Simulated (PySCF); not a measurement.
## How methods differ on the electron affinity of Tl

Tl- [Xe] 4f14 5d10 6s2 6p2 (3P) → Tl [Xe] 4f14 5d10 6s2 6p1 (2P), as a difference of total energies. Calculation: PySCF 2.14, in aug-cc-pwCVTZ-PP with ECP60MDF (8s7p6d4f1g, 96 functions); a scalar-relativistic core potential. Correlated levels: valence: 5s2 5p6 5d10 frozen; valence and next inner shell: nothing frozen outside the core potential. The calculations carry no spin-orbit coupling.

| method | electron affinity (eV) | difference from reference (eV) |
| --- | --- | --- |
| UHF | -0.011 | -0.331 |
| LDA | 0.595 | +0.275 |
| PBE | 0.473 | +0.153 |
| PBE0 | 0.412 | +0.092 |
| r2SCAN | 0.476 | +0.156 |
| HSE06 | 0.450 | +0.130 |
| revPBE | 0.421 | +0.101 |
| BHandHLYP | 0.249 | -0.071 |
| CAM-B3LYP | 0.327 | +0.007 |
| MP2 (valence) | 0.240 | -0.080 |
| SCS-MP2 (valence) | 0.151 | -0.169 |
| MP2 (valence and next inner shell) | 0.290 | -0.030 |
| SCS-MP2 (valence and next inner shell) | 0.167 | -0.153 |

Reference: 0.320 eV (measured; photodetachment measurements, as compiled on the Wikipedia data page of electron affinities).

Spin-orbit coupling is strong in these open shells (close to jj coupling). The scalar numbers leave it out and a first-order estimate fails, so it can dominate the gap to the real levels.

Errors of the correlated levels include the incompleteness of this basis and the frozen core.

A negative affinity means that the anion lies above the atom at that level of theory.

In the anion the highest occupied orbital energy is positive at LDA, PBE, PBE0, r2SCAN, HSE06, revPBE, BHandHLYP, CAM-B3LYP; the basis confines that electron, and the energy difference can still be sensible.
